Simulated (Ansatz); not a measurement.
Geometry optimisation, Ansatz 0.2.0, RKS B3LYP-D4/def2-SVP.

input.yaml

```yaml
crystal:
  periodic: [false, false, false]
  atoms:
    - { symbol: Ta, position_ang: [-0.693264, -0.329593, 0.070887] }
    - { symbol: Cl, position_ang: [2.731977, 0.868216, -0.557793] }
    - { symbol: F, position_ang: [-1.225682, -0.573616, 1.898775] }
    - { symbol: "N", position_ang: [-0.000412, -0.483524, -1.795175] }
    - { symbol: H, position_ang: [-0.483494, -0.982027, -2.54395] }
    - { symbol: H, position_ang: [0.941073, -0.23211, -2.108871] }
    - { symbol: "N", position_ang: [-0.554198, 1.614633, 0.291688] }
    - { symbol: H, position_ang: [-0.834694, 2.084832, 1.152054] }
    - { symbol: H, position_ang: [-0.321626, 2.285464, -0.437878] }
    - { symbol: F, position_ang: [-2.246967, -1.239087, -0.520576] }
    - { symbol: H, position_ang: [0.809762, -1.130983, 0.641594] }
    - { symbol: H, position_ang: [2.308828, -0.116405, 0.245046] }
basis:
  gaussian: { orbitals: def2-SVP }
hamiltonian:
  xc: b3lyp
  dispersion: d4
relax:
  f_tol: 0.03
  max_steps: 50
```

Launched with:

```bash
$ ansatz run input.yaml --threads 4 --pin off --max-ram 5120MiB --backend cpu --events-out ev --progress --plain --runs-dir out
```

Problem. Where does it end, and by what steps?

Solution. The run converged. After 19 steps the energy has fallen by 0.127 eV; Cl2 moved furthest, 0.84 Å.

```
step  energy less start (eV)  largest force component (eV/Å)  accepted
   0                  0.0000                           0.676       yes
   1                 -0.0552                           0.746       yes
   2                 -0.0765                           0.655       yes
   3                 -0.0509                           0.863        no
   4                 -0.1045                           0.246       yes
   5                 -0.1132                           0.128       yes
   6                 -0.1143                           0.083       yes
   7                 -0.1199                           0.066       yes
   8                 -0.1186                           0.254        no
   9                 -0.1222                           0.083       yes
  10                 -0.1227                           0.144       yes
  11                 -0.1231                           0.142       yes
  12                 -0.1236                           0.109       yes
  13                 -0.1250                           0.100       yes
  14                 -0.1211                           0.245        no
  15                 -0.1267                           0.050       yes
  16                 -0.1269                           0.075       yes
  17                 -0.1269                           0.058       yes
  18                 -0.1271                           0.038       yes
  19                 -0.1272                           0.030       yes
```

```xyz
12
Properties=species:S:1:pos:R:3
Ta -0.762 -0.259 0.110
Cl 3.309 0.273 -0.701
F -1.083 -0.772 1.919
N 0.067 -0.417 -1.688
H -0.452 -0.768 -2.496
H 1.064 -0.381 -1.908
N -0.854 1.688 0.297
H -1.201 2.146 1.142
H -0.655 2.371 -0.430
F -2.258 -1.236 -0.544
H 0.918 -0.694 0.575
H 2.338 -0.186 0.060
```

Whether the end is a true minimum wasn't checked by a vibrational analysis.

Run time: 57 s on 4 threads of Arm Neoverse V2 (shared host), peak memory 0.41 GiB.
